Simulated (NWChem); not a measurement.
Species: CH$_{5}$BOS$_{2}$; SMILES COB(S)S

```xyz
10

B     -0.1045     0.1448    -0.0001
O     -1.2276    -0.6051    -0.0003
C     -1.2135    -2.0121     0.0001
H     -0.7021    -2.4079    -0.8934
H     -0.7082    -2.4074     0.8973
H     -2.2539    -2.3647    -0.0034
S     -0.2502     1.9568     0.0000
H     -1.6007     1.9644     0.0015
S      1.5396    -0.6497     0.0001
H      2.2586     0.4916    -0.0018
```
Atoms are numbered in this order, from 1.

Results from NWChem. Coordinates come from a PBE0/def2-SVP optimisation. Level PBE/def2-SVP: energy and gradient on several grids; changes count from the extra-fine grid, which is no exact limit either.

```json
[
 {"grid": "xcoarse", "size of the energy change (μHa)": "3000", "largest change of a gradient component (μHa/bohr)": "4000", "time, medium = 1 (rough)": "about 1"},
 {"grid": "coarse", "size of the energy change (μHa)": "70", "largest change of a gradient component (μHa/bohr)": "300", "time, medium = 1 (rough)": "about 1"},
 {"grid": "medium", "size of the energy change (μHa)": "10", "largest change of a gradient component (μHa/bohr)": "40", "time, medium = 1 (rough)": "about 1"},
 {"grid": "fine", "size of the energy change (μHa)": "< 10", "largest change of a gradient component (μHa/bohr)": "< 30", "time, medium = 1 (rough)": "about 1"},
 {"grid": "xfine", "size of the energy change (μHa)": "< 10", "largest change of a gradient component (μHa/bohr)": "< 30", "time, medium = 1 (rough)": "2"}
]
```
